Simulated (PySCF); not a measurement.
# What a mistake does to a calculation on AlBFH2

All numbers below are calculated, not measured. They come from PySCF 2.14.0, an open-source quantum chemistry program, on an isolated molecule that a program drew, which may never have been made. The molecule is AlBFH2 (charge 0, doublet), drawn as the SMILES string `[BH][AlH][F]`.

Each row is a Hartree-Fock (HF) and frozen-core CCSD(T) single point in the cc-pV(D+d)Z basis, meant for a local HF minimum. Run 1 is clean. Each other run has one planted mistake out of seven kinds, and not every kind appears here: one electron removed, one electron added, multiplicity raised by two, geometry at a saddle point, minimal basis STO-3G, one bond length entered in bohr, all coordinates scaled. The reference is restricted for singlets and unrestricted otherwise, and also for a bond in bohr. Adding or removing an electron swaps singlet and doublet. Electrons count all cores. HOMO and LUMO are orbital energies over both spins, the gradient is its largest component, and the lowest frequency (negative if imaginary) is given only where the gradient is small. Bond lengths are over the 4 bonds as drawn. T1 is the CCSD diagnostic: over 0.02 (restricted) or 0.045 (unrestricted) a single reference is doubtful.

Geometry of the clean run:
```xyz
5
AlBFH2, angstrom
B     1.9905   -1.7267    0.8789
Al    0.8397   -1.1168    2.4637
F     1.2219    0.3380    3.1630
H     2.6461   -2.0965   -0.0397
H    -0.3677   -1.9257    3.0552
```

| run | electrons | basis functions | <S^2> | HOMO (eV) | LUMO (eV) | gradient (hartree/bohr) | lowest frequency (cm^-1) | mean bond (Å) | longest bond (Å) | T1 | HF (hartree) | CCSD(T) (hartree) | mistake |
|---|---|---|---|---|---|---|---|---|---|---|---|---|---|
| 1 | 29 | 61 | 0.759 | -8.58 | 0.67 | 8.0e-06 | 206 | 1.6167 | 2.051 | 0.0144 | -367.20179 | -367.54285 | no fault |
| 2 | 29 | 61 | 3.762 | -9.13 | -1.60 | 1.0e-02 | - | 1.6167 | 2.051 | 0.0275 | -367.09872 | -367.42772 | multiplicity raised by two |
| 3 | 28 | 61 | 0.000 | -17.93 | -6.97 | 5.9e-02 | - | 1.6167 | 2.051 | 0.0168 | -366.91808 | -367.24803 | one electron removed |
| 4 | 29 | 61 | 1.235 | -7.92 | 1.03 | 1.5e-02 | - | 2.0730 | 3.877 | 0.0841 | -367.10589 | -367.44185 | ? |
| 5 | 30 | 61 | 0.000 | -0.40 | 6.77 | 4.0e-02 | - | 1.6167 | 2.051 | 0.0159 | -367.18296 | -367.56057 | ? |

**Which mistake was planted in run 4, and what did it cost?**

The mean bond changes by a factor of 1.282 and the longest by 1.890, so the molecule wasn't scaled as a whole. A length L in bohr read as angstrom grows by (1/0.5292 - 1) L = 0.890 L. The 4 bonds together grew by 4 x 0.4563 = 1.825 Å, which gives L = 2.051 Å. That is bond B1-Al2, 2.051 Å in the clean geometry. So the mistake is: one bond length entered in bohr. Subtracting run 1 and multiplying by 627.51 kcal/mol a hartree, the energy moved by 60.2 kcal/mol in HF and 63.4 kcal/mol in CCSD(T).

**Which mistake was planted in run 5, and what did it cost?**

It counts 30 electrons, one more than the clean run, at the same geometry and basis. So the mistake is: one electron added. Subtracting run 1 and multiplying by 627.51 kcal/mol a hartree, the energy moved by 11.8 kcal/mol in HF and -11.1 kcal/mol in CCSD(T).

Cautions from the logs. Run 4: T1 is over the limit, so its CCSD(T) energy is less reliable.
